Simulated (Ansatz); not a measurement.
Reaction (cleavage of the Sn–Si bond): `[F][Sn]([SiH3])([Cl])[Cl]` + H–F → `[F][Sn]([F])([Cl])[Cl]` + SiH₄

Isolated molecules relaxed with PBE0-D4/def2-TZVP in Ansatz; ΔE leaves out vibrations. CCSD(T)/CBS is the MP2 limit (def2-TZVPP, def2-QZVPP) plus CCSD(T) − MP2 in def2-TZVPP, frozen cores. This one scheme is used for every species. DFT in def2-TZVPP. Elements past krypton have def2 core potentials. For Sn outer-core shells are correlated without core-valence functions, which leaves a few kJ/mol of doubt a bond.

| level | ΔE (kJ/mol) |
| --- | --- |
| PBE0-D4 | 20.5 |
| BHLYP-D4 | 8.7 |
| r2SCAN | 3.3 |
| HF/def2-TZVPP | -13.0 |
| MP2/def2-TZVPP | 12.2 |
| CCSD/def2-TZVPP | 6.5 |
| CCSD(T)/def2-TZVPP | 7.0 |
| SCS-MP2/def2-QZVPP | 2.3 |

What does CCSD(T)/CBS give? (Estimate.)

Computed: +10.4 kJ/mol. The listed levels differ from it by 10.1, -1.7, -7.1, -23.4, 1.8, -3.9, -3.4, -8.1 kJ/mol.

Largest T1 diagnostic among the species: 0.013.

Leaving LDA and LC-ωPBE aside and taking each functional with its dispersion term where it has one, the values, not all of them listed here, spread over 30.5 kJ/mol, from B97M-V to HSE06-D4. LDA lies +11.7 kJ/mol from PBE without D4. In def2-TZVPP, CCSD(T) changes the Hartree–Fock value by +20.0 kJ/mol (the triples alone add +0.5 kJ/mol) and MP2 by +25.2 kJ/mol.
